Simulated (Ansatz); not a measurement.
Gas-phase reaction (SMILES): O[Si]([SiH3])([SiH3])[SiH3] + H+ -> [OH2+][Si]([SiH3])([SiH3])[SiH3]; protonation at O, whose ΔH is minus the proton affinity.

Geometries: B3LYP-D3(BJ)/def2-TZVP minima from Ansatz (a program for electronic structure), one conformer each, not searched for the lowest. Valence correlation only, unless marked. No spin-orbit coupling. Non-relativistic. CBS marks a two-point X^-3 extrapolation of the correlation energy; Hartree-Fock from the larger set. Thermal terms are rigid-rotor harmonic-oscillator values from B3LYP-D3(BJ) frequencies (Ansatz) at 298.15 K and 1 atm. 1 Eh = 627.5095 kcal/mol. The proton has no electrons: its energy is zero and its thermal terms are those of translation.

```tsv
species	E, CCSD(T)/CBS(cc-pV(T+d)Z,cc-pV(Q+d)Z) (Ansatz) (Eh)	E, PBE0-D4/def2-TZVPD (Ansatz + dftd4) (Eh)	H - E (Eh)
O[Si]([SiH3])([SiH3])[SiH3]	-1237.51085	-1238.74567	0.10221
H+	0.00000	0.00000	0.00236
[OH2+][Si]([SiH3])([SiH3])[SiH3]	-1237.82245	-1239.05802	0.11480
```

Problem. Work out ΔE and ΔH at 298.15 K at the first level, then ΔH at the second.

Solution. 
1. ΔE = [(-1237.82245)] - [(-1237.51085) + (0.00000)] = -0.31160 Eh = -195.5 kcal/mol at CCSD(T)/CBS(cc-pV(T+d)Z,cc-pV(Q+d)Z).
2. The terms H - E add up to 0.01023 Eh, so ΔH = (-0.31160 + (0.01023))×627.5095 = -189.1 kcal/mol.
3. At PBE0-D4/def2-TZVPD the same steps give ΔE = -196.0 and ΔH = -189.6 kcal/mol, a shift of -0.5 from the first level.
4. These values are not checked against measurement here, since the tables used lack a sound gas-phase enthalpy of formation for at least one species, or one in the same ion convention.
